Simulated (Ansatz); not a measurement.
Single points on (LiF)2 ring (Li2F2).

```yaml
crystal:
  periodic: [false, false, false]
  atoms:
    - {symbol: Li, position_ang: [0.712348, 0.624634, 0.597454]}
    - {symbol: F, position_ang: [0.177736, 0.786491, -1.034020]}
    - {symbol: Li, position_ang: [-0.712333, -0.624633, -0.597462]}
    - {symbol: F, position_ang: [-0.177741, -0.786493, 1.034028]}
basis:
  gaussian: {orbitals: def2-TZVPD, initial_orbitals: start.molden}
hamiltonian: {xc: pbe, dispersion: d4}
scf: {omitted_lower_state_checks: [starts]}
output: {orbitals: {seedname: orbitals}}
```

The file start.molden holds the orbitals of an earlier run on this structure, at another level or in another basis.

```sh
$ ansatz run in.yaml --threads 4 --pin off --events-out ev --progress --plain --max-ram 3916MiB
```

Shortened log:

```
Functional definition: PBE
724 factors; their error is unknown
mean field evaluation 1: about -5844.6572 eV, gradient 1.1e1 eV
mean field evaluation 2: about -5844.9112 eV, gradient 4.1e-1 eV
mean field evaluation 4: about -5844.9090 eV, gradient 3.9e-2 eV
mean field -5844.90905115 eV, -214.7964458082 hartree, gradient 3.7e-5 eV, S^2 0.000000; 0 other end points of the search recorded, 0 dependent functions left out
reference -5844.90909157 eV, -214.7964472936 hartree; 12, 12 occupied and 102, 102 virtual orbitals, 724 factors
Total energy: -5844.93950387 eV, -214.7975649248 hartree
Checks for a lower state left out: starts
```

Hardware: 4 threads of Arm Neoverse V2 on a shared host. Wall time 0.45 s.

The first input with `gaussian: {orbitals: def2-TZVP, initial_orbitals: start.molden}`, `hamiltonian: {xc: lda}` (abridged; 0.25 s):

```
Functional definition: SPW92
mean field -5809.20845747 eV, -213.4844731891 hartree, gradient 1.4e-5 eV, S^2 0.000000
Total energy: -5809.20851331 eV, -213.4844752412 hartree
Checks for a lower state left out: starts
```

The first input with `gaussian: {orbitals: def2-TZVPP, initial_orbitals: start.molden}`, `correlation: {method: ccsd_t}` and without the key `hamiltonian` (abridged; 1.6 s):

```
Functional definition: HF
mean field -5825.17740043 eV, -214.0713210187 hartree, gradient 1.1e-6 eV, S^2 0.000000
2 core orbitals not correlated: weight in the atoms' cores, before any rotation towards them, 1.000 or more for the frozen orbitals, at most 0.000 for the correlated occupied ones
second order -16.60007445 eV of doubles, -0.00000000 eV of singles
cycle   1  -16.41672406 eV  change    1.8e-1 eV  update   7.9e-2
cycle   2  -16.69503131 eV  change   -2.8e-1 eV  update   2.3e-2
cycle   3  -16.77042959 eV  change   -7.5e-2 eV  update   1.1e-2
cycle   4  -16.76262721 eV  change    7.8e-3 eV  update   2.7e-3
cycle   5  -16.75903038 eV  change    3.6e-3 eV  update   1.0e-3
cycle   6  -16.75927773 eV  change   -2.5e-4 eV  update   3.6e-4
cycle   7  -16.75940749 eV  change   -1.3e-4 eV  update   1.1e-4
cycle   8  -16.75935854 eV  change    4.9e-5 eV  update   3.6e-5
cycle   9  -16.75934115 eV  change    1.7e-5 eV  update   7.5e-6
perturbative correction -0.37829061 eV, -0.0139019235 hartree
Total energy: -5842.31503219 eV, -214.7011173697 hartree
Checks for a lower state left out: starts
```

First input, but with `gaussian: {orbitals: def2-TZVP, initial_orbitals: start.molden}`, `hamiltonian: {xc: pbe}`, `correlation: {method: rpa}` and without the key `output` (abridged; 0.55 s):

```
Functional definition: PBE
mean field -5844.72670636 eV, -214.7897447607 hartree, gradient 6.0e-6 eV, S^2 0.000000
2 core orbitals not correlated: weight in the atoms' cores, before any rotation towards them, 1.000 or more for the frozen orbitals, at most 0.000 for the correlated occupied ones
Total energy: -5849.53022765 eV, -214.9662709122 hartree
Checks for a lower state left out: starts
```

First input, but with `gaussian: {orbitals: def2-TZVP, initial_orbitals: start.molden}`, `hamiltonian: {xc: hse06, dispersion: d4}` (abridged; 0.4 s):

```
Functional definition: HSE06
mean field -5844.59486801 eV, -214.7848997907 hartree, gradient 1.4e-5 eV, S^2 0.000000
Total energy: -5844.61840382 eV, -214.7857647159 hartree
Checks for a lower state left out: starts
```

The first input with `gaussian: {orbitals: def2-TZVP, initial_orbitals: start.molden}`, `hamiltonian: {xc: {name: B2PLYP}}` and without the key `output` (abridged; 0.55 s):

```
Functional definition: B2PLYP
mean field -5842.99204004 eV, -214.7259969493 hartree, gradient 4.5e-6 eV, S^2 0.000000
2 core orbitals not correlated: weight in the atoms' cores, before any rotation towards them, 1.000 or more for the frozen orbitals, at most 0.000 for the correlated occupied ones
second order -19.31653719 eV of doubles, -0.00000000 eV of singles
Total energy: -5848.20766154 eV, -214.9176675040 hartree
Checks for a lower state left out: starts
```

As the first input, with `gaussian: {orbitals: def2-TZVP, initial_orbitals: start.molden}`, `hamiltonian: {xc: {name: B97M-V}}` (abridged; 1.3 s):

```
Functional definition: B97M-V
mean field -5850.43133668 eV, -214.9993860581 hartree, gradient 5.5e-6 eV, S^2 0.000000
Total energy: -5850.43142610 eV, -214.9993893442 hartree
Checks for a lower state left out: starts
```

Geometry: r2SCAN-D4/def2-TZVP.

HSE06 is defined as in plane-wave codes, on full-range PBE exchange. Correlated methods freeze 2 core orbitals; core or outer-core shells of Li are correlated, in sets that lack core-valence functions.
